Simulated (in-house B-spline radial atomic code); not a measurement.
A radial electron density 4πr²n(r) was computed for an atom or ion in its tabulated ground configuration with a B-spline radial code for spherical atoms; method: non-relativistic LDA PW92, spin-polarised, spherical fractional occupations. Columns: r (bohr), 4πr²n(r) (electrons per bohr), bar.

```
 0.00444   0.3157 #
 0.00516   0.4185 #
 0.00601   0.5554 ##
 0.00699   0.7324 ##
 0.00813   0.9618 ###
 0.00946    1.258 ####
   0.011    1.634 #####
  0.0128    2.112 ######
  0.0149    2.709 ########
  0.0173    3.432 ##########
  0.0202    4.339 #############
  0.0235     5.39 ################
  0.0273    6.591 ####################
  0.0318    7.957 ########################
  0.0369    9.386 #############################
   0.043    10.88 #################################
    0.05    12.27 #####################################
  0.0582    13.45 #########################################
  0.0677    14.24 ###########################################
  0.0788    14.48 ############################################
  0.0916    14.08 ###########################################
   0.107    12.97 #######################################
   0.124    11.35 ##################################
   0.144     9.38 ############################
   0.168    7.356 ######################
   0.195    5.779 ##################
   0.227    4.845 ###############
   0.264    4.679 ##############
   0.308    5.116 ################
   0.358    5.743 #################
   0.416     6.11 ###################
   0.484    5.883 ##################
   0.563    4.992 ###############
   0.656    3.647 ###########
   0.763    2.267 #######
   0.887    1.174 ####
    1.03   0.4959 ##
     1.2    0.161 
     1.4  0.03883 
    1.63 0.006884 
    1.89 0.0008937
```

Q: Which atom or ion is it?
A. Al7+
B. Si8+
C. S9+
D. Al8+

A: D. The area under the curve, ∫4πr²n dr = ∫r·4πr²n d(ln r) on this logarithmic grid, is 5 electrons, which only this option has. The configuration is [He] 2s2 2p1.
